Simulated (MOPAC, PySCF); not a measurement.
Interaction energy of CH4 ··· C2H2 (SMILES C and C#C). Monomers: optimised at B3LYP-D3(BJ) (def2-TZVP), held rigid. Orientation: lowest of the rigid-body minima from ten starts at GFN2-xTB. Only R, the distance of the centres of mass, is varied, so the lowest point isn't the relaxed dimer. The table gives interaction energies.

| R / Å | A | B | C |
|---|---|---|---|
| 3.30 | 17.21 | 6.11 | -1.66 |
| 3.48 | 8.52 | 1.24 | -6.11 |
| 3.66 | 3.78 | -0.60 | -7.54 |
| 3.90 | 0.84 | -1.02 | -7.18 |
| 4.13 | -0.16 | -0.78 | -5.91 |
| 4.26 | -0.37 | -0.62 | -5.10 |
| 4.60 | -0.41 | -0.33 | -3.13 |
| 4.88 | -0.30 | -0.21 | -1.90 |
| 5.39 | -0.15 | -0.11 | -0.63 |
| 6.09 | -0.07 | -0.06 | -0.13 |
| 7.07 | -0.04 | -0.02 | -0.04 |
| 8.38 | -0.02 | -0.01 | -0.01 |

Energies in kJ/mol.

Task: Match the curves with the methods PM6, restricted, heats of formation (MOPAC); restricted B3LYP/LANL2DZ, no counterpoise correction in PySCF; PySCF with restricted LDA (SVWN5)/6-31G*, spherical d, no counterpoise correction.

Result: A is RKS-B3LYP/LANL2DZ; B is PM6; C is RKS-LDA (SVWN5)/6-31G*.
